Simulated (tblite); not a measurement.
Compound: C5H3ClN2.
Atom-mapped SMILES: `[N:1]#[C:2][c:3]1[cH:4][cH:5][c:6]([Cl:7])[nH:8]1` (hydrogens: H9 on C4; H10 on C5; H11 on N8)

Method: GFN2-xTB as coded in tblite; computed harmonic values from a numerical Hessian at the method's own geometry, unscaled. This tight-binding method is rough: wavenumbers can miss measured ones by several per cent, in bad cases by 10 to 20.

Harmonic wavenumbers (cm⁻¹): 121.9, 124.7, 241.7, 282.0, 427.9, 466.1, 546.9, 554.2, 592.5, 593.0, 624.1, 807.2, 834.8, 910.7, 975.4, 1061.9, 1109.1, 1172.8, 1293.9, 1384.4, 1414.8, 1438.3, 1541.3, 2363.6, 3179.7, 3192.7, 3470.7.

A = 5486, B = 952.9, C = 811.9 MHz; mass 125.998 u (most abundant isotopes); point group Cs, symmetry number 1.

What is the zero-point energy?

½Σν̃ = 15363 cm⁻¹ = 183.78 kJ/mol.

Give the ideal-gas entropy at 273.15 K and 1 bar in the rigid-rotor, harmonic-oscillator model (classical rotation).

Translation 167.35, rotation 119.06, vibration 53.35: S = 339.8 J/(mol K).

And Cp and H(273.15 K) − H(0)?

Cp = 105.29 J/(mol K), of which vibrations give 72.03 (their classical limit is 27 R = 224.5); H(273.15 K) − H(0) = 17.85 kJ/mol without the zero-point energy, 8.76 from vibrations.

Blend soft modes into free rotors: weight 1/[1 + (100 cm⁻¹/ν̃)⁴] for the oscillator and the rest for a rotor with moment μB/(μ + B), μ = h/(8π²ν), B = 10⁻⁴⁴ kg m². What vibrational entropy results?

52.62 J/(mol K) in place of 53.35, which changes −T·S at 273.15 K by +0.20 kJ/mol.

What must be added to the electronic energy to get the Gibbs energy at 273.15 K and 1 bar?

ZPE + [H(273.15 K) − H(0)] − T·S = 183.78 + 17.85 − 92.81 = 108.82 kJ/mol.

Hindered rotation and anharmonicity are outside this model.
